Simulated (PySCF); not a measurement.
Potential energy curve for SMILES F[SiH3] (H3FSi). The Si1–H5 bond (Si1 also carries F, H, H; H5 carries nothing else) is stretched with both fragments frozen at the PBE0/def2-TZVP optimised geometry.

- RKS-CAM-B3LYP = PySCF with restricted CAM-B3LYP/6-31G
- UKS-LDA (SVWN5) = PySCF with unrestricted LDA (SVWN5)/6-31G
- NEVPT2 = SC-NEVPT2 on CASSCF(2,2)/6-31G, all electrons correlated (PySCF)
- RMP2 = PySCF with MP2 on RHF/6-31G, 6 core orbitals frozen

Energies are in kcal/mol, each relative to the lowest point of its own curve near equilibrium.

| R / Å | RKS-CAM-B3LYP | UKS-LDA (SVWN5) | NEVPT2 | RMP2 |
|---|---|---|---|---|
| 1.20 | 28.3 | 30.6 | 30.6 | 29.4 |
| 1.26 | 16.3 | 18.2 | 18.1 | 17.0 |
| 1.32 | 8.2 | 9.7 | 9.6 | 8.7 |
| 1.40 | 2.1 | 3.0 | 2.9 | 2.3 |
| 1.42 | 1.3 | 2.0 | 1.9 | 1.4 |
| 1.48 | 0.0 | 0.2 | 0.2 | 0.0 |
| 1.52 | 0.1 | 0.0 | 0.0 | 0.0 |
| 1.57 | 1.0 | 0.5 | 0.5 | … |
| 1.65 | 3.9 | 2.8 | 2.8 | 3.6 |
| 1.72 | 7.6 | 5.9 | 5.9 | 7.2 |
| 1.83 | 14.7 | 12.1 | 12.0 | 14.2 |
| 2.02 | 28.9 | 24.8 | 24.2 | 28.3 |
| 2.22 | 44.6 | 38.8 | 37.1 | 43.6 |
| 2.47 | 63.2 | 55.2 | 51.3 | 61.6 |
| 2.66 | 76.1 | 66.3 | 60.0 | 73.8 |
| 2.94 | 92.8 | 80.1 | 69.4 | 89.1 |
| 3.29 | 109.9 | … | 76.1 | 103.3 |
| 3.67 | 124.5 | 94.3 | 79.4 | 112.8 |
| 4.02 | … | … | 80.6 | 116.5 |
| 4.48 | 144.6 | 97.2 | … | 115.0 |
| 5.20 | 154.2 | 97.6 | … | 102.9 |

Complete the blanks.


- 1.57, RMP2: 0.8
- 3.29, UKS-LDA (SVWN5): 89.6
- 4.02, RKS-CAM-B3LYP: 134.7
- 4.02, UKS-LDA (SVWN5): 96.2
- 4.48, NEVPT2: 81.1
- 5.20, NEVPT2: 81.4

At the longest distance RKS-CAM-B3LYP leaves fractional charges on the fragments, a sign of delocalisation error or of the restricted form. The restricted form behind RKS-CAM-B3LYP, RMP2 keeps the bonding electrons paired and can't separate into open-shell fragments. The unrestricted determinant behind UKS-LDA (SVWN5) is spin-contaminated at 2.94 to 5.20 Å (<S²> up to 1.0, against 0.00 for a pure singlet). The T1 diagnostic of CCSD on the restricted reference of RMP2 exceeds 0.045 at 4.48 to 5.20 Å.
